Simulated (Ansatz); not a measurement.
Ansatz (an electronic-structure program) input:

Ansatz 0.2 input:
```yaml
crystal:
  periodic: [false, false, false]
  atoms:
    - {symbol: Si, position_ang: [-0.28755213, -0.51385749, 0.81438144]}
    - {symbol: C, position_ang: [-0.12817769, 1.21616178, 1.56811330]}
    - {symbol: N, position_ang: [1.07347081, -0.78963356, -0.21619443]}
    - {symbol: Si, position_ang: [2.69879678, -0.21789950, -0.08732481]}
    - {symbol: N, position_ang: [-1.70043392, -0.71718221, -0.17889590]}
    - {symbol: Si, position_ang: [-2.08021733, 0.03938661, -1.68640184]}
    - {symbol: H, position_ang: [-0.39990523, -1.54699930, 1.85761993]}
    - {symbol: H, position_ang: [-0.94190563, 1.42797201, 2.25533050]}
    - {symbol: H, position_ang: [0.80286976, 1.31428357, 2.11661233]}
    - {symbol: H, position_ang: [-0.13946039, 1.98074229, 0.79676899]}
    - {symbol: H, position_ang: [0.88333252, -1.40877409, -0.98574511]}
    - {symbol: H, position_ang: [3.17940427, -0.44243831, 1.27921825]}
    - {symbol: H, position_ang: [3.47769382, -0.99001806, -1.05713052]}
    - {symbol: H, position_ang: [2.77647829, 1.21543475, -0.39393242]}
    - {symbol: H, position_ang: [-2.49458052, -1.08355383, 0.31824383]}
    - {symbol: H, position_ang: [-3.26706323, -0.66298561, -2.18171247]}
    - {symbol: H, position_ang: [-0.93790128, -0.13580367, -2.58233217]}
    - {symbol: H, position_ang: [-2.37650190, 1.47233412, -1.54370800]}
basis:
  gaussian:
    orbitals: def2-TZVP
hamiltonian:
  xc: b3lyp
  dispersion: d3bj
relax: {f_tol: 0.002, max_steps: 150}
```

Task: Which total energy does the run end on?

Result: -1023.61704 Eh (B3LYP-D3(BJ)/def2-TZVP). The basis has 276 functions.
